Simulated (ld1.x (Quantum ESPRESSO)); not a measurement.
An all-electron radial function and its pseudo partner (gallium)

Columns: radius, all-electron u(r) and pseudo u(r) of the 3d shell (level -21.27 eV) of gallium in the configuration [Ne] 3s2 3p6 3d10 4s1 4p2; LDA (PZ), scalar-relativistic, ultrasoft scheme, ld1.x (Quantum ESPRESSO) 7.5.

```
r (bohr)  all-electron  pseudo
   0.113        0.1857  0.0236
   0.225        0.6015  0.1624
   0.338        0.9225  0.4361
   0.450        1.0713  0.7444
   0.563        1.0937  0.9613
   0.675        1.0440  1.0198
   0.788        0.9600  0.9604
   0.900        0.8652  0.8652
   1.013        0.7692  0.7692
   1.125        0.6793  0.6793
   1.238        0.5961  0.5961
   1.350        0.5220  0.5220
   1.463        0.4555  0.4555
   1.575        0.3973  0.3973
   1.688        0.3459  0.3459
   1.800        0.3012  0.3012
   1.913        0.2618  0.2618
   2.025        0.2278  0.2278
   2.138        0.1979  0.1979
   2.250        0.1721  0.1721
   2.363        0.1495  0.1495
   2.475        0.1300  0.1300
   2.588        0.1129  0.1129
   2.700        0.0981  0.0981
   2.813        0.0852  0.0852
   2.925        0.0741  0.0741
```

Task: How many radial nodes do the two functions have?

Result: The all-electron 3d function has n − l − 1 = 0; the pseudo-wave has 0.

Task: At about which radius was the pseudo-wave matched?

Result: 0.90 bohr, where the columns begin to agree (steps of 0.11 bohr).

Task: Is the pseudo-wave norm-conserving?

Result: No, it belongs to an ultrasoft set: the norm inside the radius is not constrained, and the difference is carried by the augmentation charge.
